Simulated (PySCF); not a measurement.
V (vanadium, neutral) across methods

[Ar] 3d5, high-spin 6S determinant (an excited configuration). All numbers are calculated (PySCF 2.14, the spin-free X2C one-electron Hamiltonian (Gaussian nucleus), in aug-cc-pwCVTZ-DK).

```tsv
method	E (hartree)	mean ε 3p α (eV)	mean ε 3p β (eV)	mean ε 3d α (eV)	Σ⟨r²⟩ (bohr²)	⟨S²⟩
PBE0	-948.911	-42.240	-37.549	-2.414	37.01	8.750
BP86	-949.268	-39.070	-35.754	-1.637	38.96	8.750
LDA	-946.938	-38.879	-35.584	-1.663	38.70	8.750
B97-3	-948.978	-42.365	-37.816	-2.338	36.99	8.750
PBE	-948.906	-38.989	-35.520	-1.523	39.51	8.750
r2SCAN	-949.081	-40.389	-35.914	-1.422	38.56	8.750
M06-2X	-949.074	-44.973	-39.957	-3.484	34.86	8.750
```

Estimate the same row for UHF.

E (hartree) = -948.00419; mean ε 3p α (eV) = -51.885; mean ε 3p β (eV) = -43.025; mean ε 3d α (eV) = -5.233; Σ⟨r²⟩ (bohr²) = 33.45; ⟨S²⟩ = 8.750.
